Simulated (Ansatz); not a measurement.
`FC(Cl)Br` + `ClCBr` → `Cl[C@H](Br)[C@H](Cl)Br` + H–F at 500 K and 1 bar (formal exchange of groups at a C–F bond).

Program: Ansatz. Geometries: PBE0-D4/def2-TZVP. ΔE: electronic, gas phase. CBS: MP2 limit from def2 TZ/QZ plus the TZ coupled-cluster correction, frozen cores. This one scheme is used for every species. For Br outer-core shells are correlated without core-valence functions, which leaves a few kJ/mol of doubt a bond. Scalar relativity is left out up to krypton. One conformer a species, not always the lowest.

```csv
species,CCSD(T)/CBS energy (Eh),H − E (kJ/mol),S (J/(mol·K))
`FC(Cl)Br`,-3171.52249,83.5,341.0
`ClCBr`,-3072.34323,100.3,318.2
`Cl[C@H](Br)[C@H](Cl)Br`,-6143.49102,145.0,438.3
H–F,-100.39570,39.4,188.7
```

H − E and S are ideal-gas, rigid-rotor, harmonic terms from PBE0-D4/def2-TZVP, for one conformer and one mirror image of each species. 1 Eh = 2625.50 kJ/mol, R = 8.31446 J/(mol·K).

Q: By hand: ΔE, ΔH, ΔS and ΔG.

A: ΔE = (-6143.49102) + (-100.39570) − (-3171.52249) − (-3072.34323) = -0.02100 Eh = -55.1 kJ/mol. Δ(H − E) = 145.0 + 39.4 − 83.5 − 100.3 = 0.6, so ΔH = -54.5 kJ/mol. ΔS = 438.3 + 188.7 − 341.0 − 318.2 = -32.2 J/(mol·K). ΔG = -54.5 − 500 × (-32.2)/1000 = -38.4 kJ/mol.

Q: By hand: the equilibrium constant, and the temperature at which ΔG would vanish if ΔH and ΔS stayed fixed.

A: log₁₀ K = −ΔG/(RT ln 10) = 4.0. ΔG = 0 at ΔH/ΔS = 1693 K.

ΔH outweighs TΔS. A doubt of 5 kJ/mol in ΔE shifts log₁₀ K by 0.5 here. Other conformers and mirror images would add mixing entropy, several J/(mol·K) or more a flexible species. Modes under 60 cm⁻¹, often nearly free rotors, make the harmonic entropy too high. These are equilibria of isolated gas molecules and say nothing of rates. Largest T1 diagnostic: 0.009 (customary marks: 0.02 for closed shells, 0.045 for open ones).
